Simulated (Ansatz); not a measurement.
`F[SiH2][AlH][Cl]` + CH₃OH → `C[O][AlH][Cl]` + `F[SiH3]` at 298.15 K and 1 bar (cleavage of the Al–Si bond).

Computed with Ansatz on PBE0-D4/def2-TZVP structures; ΔE is electronic, products minus reactants. CBS: MP2 limit from def2 TZ/QZ plus the TZ coupled-cluster correction, frozen cores. This one scheme is used for every species. One conformer a species, not always the lowest.

```json
{"species": "`F[SiH2][AlH][Cl]`", "CCSD(T)/CBS energy (Eh)": "-1092.58214", "H − E (kJ/mol)": "94.1", "S (J/(mol·K))": "353.1"}
{"species": "CH₃OH", "CCSD(T)/CBS energy (Eh)": "-115.61712", "H − E (kJ/mol)": "146.3", "S (J/(mol·K))": "238.2"}
{"species": "`C[O][AlH][Cl]`", "CCSD(T)/CBS energy (Eh)": "-817.53357", "H − E (kJ/mol)": "151.9", "S (J/(mol·K))": "333.5"}
{"species": "`F[SiH3]`", "CCSD(T)/CBS energy (Eh)": "-390.72345", "H − E (kJ/mol)": "82.7", "S (J/(mol·K))": "238.5"}
```

H − E and S are ideal-gas, rigid-rotor, harmonic terms from PBE0-D4/def2-TZVP, for one conformer and one mirror image of each species. 1 Eh = 2625.50 kJ/mol, R = 8.31446 J/(mol·K).

Problem. By hand: ΔE, ΔH, ΔS and ΔG.

Solution. ΔE = (-817.53357) + (-390.72345) − (-1092.58214) − (-115.61712) = -0.05776 Eh = -151.6 kJ/mol. Δ(H − E) = 151.9 + 82.7 − 94.1 − 146.3 = -5.8, so ΔH = -157.4 kJ/mol. ΔS = 333.5 + 238.5 − 353.1 − 238.2 = -19.3 J/(mol·K). ΔG = -157.4 − 298.15 × (-19.3)/1000 = -151.6 kJ/mol.

Problem. By hand: the equilibrium constant, and the temperature at which ΔG would vanish if ΔH and ΔS stayed fixed.

Solution. log₁₀ K = −ΔG/(RT ln 10) = 26.6. ΔG = 0 at ΔH/ΔS = 8155 K, far beyond where these terms or the molecules hold.

ΔH outweighs TΔS. A doubt of 5 kJ/mol in ΔE shifts log₁₀ K by 0.9 here. Other conformers and mirror images would add mixing entropy, several J/(mol·K) or more a flexible species. Modes under 60 cm⁻¹, often nearly free rotors, make the harmonic entropy too high. These are equilibria of isolated gas molecules and say nothing of rates. Largest T1 diagnostic: 0.011 (customary marks: 0.02 for closed shells, 0.045 for open ones).
